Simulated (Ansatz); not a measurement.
C2H8N2Si, SMILES `C=NCN[SiH3]` from Hartree–Fock to CCSD(T)

Z-matrix (Å, degrees):
```
C
N 1 1.454
N 1 1.436 2 112.5
H 1 1.102 2 111.4 3 -122.2
H 1 1.095 2 106.9 3 120.4
C 2 1.257 1 117.4 3 124.1
Si 3 1.725 1 122.1 2 -78.4
H 3 1.009 1 112.5 2 69.0
H 6 1.090 2 119.6 1 -179.6
H 6 1.100 2 123.2 1 0.3
H 7 1.485 3 107.3 1 -170.9
H 7 1.493 3 116.0 1 68.3
H 7 1.487 3 107.3 1 -51.5
```

The species carries charge 0 and has multiplicity 1. Geometry: relaxed with PBE0-D4/def2-TZVP. It is one conformer, not always the lowest. Frozen core, restricted reference, Ansatz. CBS rows extrapolate triple and quadruple zeta; past MP2 they add the triple-zeta difference.

```
     basis     HF (Eh)  MP2 corr.
def2-TZVPP  -478.29551   -0.87205
def2-QZVPP  -478.31377   -0.93130
```

**Question.** Estimate the CCSD correlation energy and the (T) correction in each basis where they were run (hartree).

**Answer.** 
```json
{"basis": "def2-TZVPP", "CCSD corr.": "-0.91970", "(T)": "-0.03834"}
{"basis": "CBS(def2)", "CCSD corr.": "-1.02284", "(T)": "as TZ"}
```
